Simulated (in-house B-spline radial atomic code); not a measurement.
A run on an ion of nuclear charge 65 with 65.2 electrons that did not converge. Method: scalar-relativistic (X2C) Hartree-Fock with fractional occupations, spin-polarised, spherical fractional occupations, Fermi nucleus of rms radius 5.06 fm; computed with an all-electron radial atomic-structure program (B-spline basis).

Command:
```bash
python run_scf.py task.json out
```
Settings (nuclear radius in fm, mass in u):
```
Z                65
configuration    [Xe] 4f9.2 6s2
hamiltonian      x2c
method           hf,
spin_polarised   True
nucleus          fermi
rms_radius       5.06
atomic_mass      158.92535
speed_of_light   137.035999084
```

First and last ten iterations of the last attempt (damped for 15 steps, keeping 80 % of the old Fock matrix, then DIIS):
```
 iter        energy (Eh)    residual
    1      -11660.400861    7.02e-01
    2      -11669.476358    1.12e+00
    3      -11685.440186    7.50e-01
    4      -11694.243119    4.78e-01
    5      -11698.906785    3.19e-01
    6      -11701.270328    2.24e-01
    7      -11702.420935    1.56e-01
    8      -11702.971988    1.05e-01
    9      -11703.252870    6.80e-02
   10      -11703.057109    1.11e-01
  111      -11702.883702    1.02e-01
  112      -11702.924022    9.91e-02
  113      -11702.842474    1.06e-01
  114      -11702.861318    1.04e-01
  115      -11702.737158    1.14e-01
  116      -11702.747334    1.14e-01
  117      -11703.313175    6.14e-02
  118      -11703.539271    4.10e-02
  119      -11703.284631    6.56e-02
  120      -11703.745023    3.54e-03
 not converged after 120 iterations
```

The smallest residual met was 3.5e-03; the threshold is about 6e-07. No energy from this run should be used. Cost of the run: 9.3 s on 1 thread of Arm Neoverse V2 (shared host).
